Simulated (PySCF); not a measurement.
ClF2H3Si2, SMILES F[Si](F)([SiH3])Cl.

The structure is a stationary point at PBE-D3(BJ)/def2-SVP.

Two levels are set side by side: PBE/def2-TZVP (PySCF) and ωB97X/def2-TZVP (PySCF). Same geometry, gas phase. Differences are taken from unrounded values.

| quantity | PBE |
|---|---|
| orbital gap (eV) | 6.40 |
| highest occupied level (eV) | -7.85 |
| lowest empty level (eV) | -1.45 |
| dipole moment (D) | 1.99 |
| mean polarisability (bohr³) | 66.3 |

Question: These are the PBE values. What does ωB97X give? (The exact figures need the calculation; the answer reports its results.)

Answer: 
| quantity | ωB97X | PBE minus ωB97X |
|---|---|---|
| orbital gap (eV) | 12.95 | -6.56 |
| highest occupied level (eV) | -11.44 | 3.59 |
| lowest empty level (eV) | 1.51 | -2.96 |
| dipole moment (D) | 2.16 | -0.17 |
| mean polarisability (bohr³) | 62.4 | 3.9 |

Without exact exchange PBE keeps part of each electron's self-repulsion, which lifts occupied levels and narrows the gap. Loosely held outer electrons make PBE densities more polarisable. Differences between two approximate levels are no errors against the true value.

Rough cost on one machine, each run with all the roots and properties that it gave: ωB97X against PBE within a factor of 2.
